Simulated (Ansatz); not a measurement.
## AlH4In: where a starting geometry ends

The starting geometry of this gas-phase triplet was optimised with GFN2-xTB as a singlet.

```yaml
atoms:
  - { symbol: Al, position_ang: [-0.5950, -0.3341, -0.7946] }
  - { symbol: In, position_ang: [-1.8960, 0.4284, 1.5849] }
  - { symbol: H, position_ang: [-0.7955, -1.4998, 0.3912] }
  - { symbol: H, position_ang: [0.1186, -0.7515, -2.1029] }
  - { symbol: H, position_ang: [-2.1650, 0.2383, -0.9125] }
  - { symbol: H, position_ang: [0.0964, 0.8923, 0.1144] }
```

Task: Predict what becomes of its bonds when it is optimised with r2SCAN-D4/def2-TZVP.

Result: New bonds form, giving a structure with H5 bridging Al1 and In2, H6 bridging In2 and Al1, given below by its coordinates. Contacts that close: In2–H5 (2.52 → 1.90 Å), In2–H6 (2.52 → 1.90 Å).

The energy falls by 1.50 eV over 13 steps:

```csv
step,E − E(last) (eV)
1,1.504
2,1.287
4,0.624
5,0.272
6,0.106
8,0.011
9,0.006
10,0.001
12,0.000
13,0.000
```

Final geometry (Å):

```xyz
6

Al   -0.5923   -0.6394   -0.6064
In   -1.7926    1.3651    0.7622
H    -0.5096   -2.0490    0.1084
H    -0.0377   -0.2941   -2.0480
H    -2.2435   -0.0198   -0.4633
H    -0.0609    0.6107    0.5275
```

Frequencies at the end are all real (lowest 249 cm⁻¹). Open shells are spin-unrestricted. The triplet needn't be the ground state. Atoms past krypton carry core potentials, without spin–orbit terms. Run with Ansatz 0.2.0, 2.9 min on 2 threads of Arm Neoverse V1 (shared host).
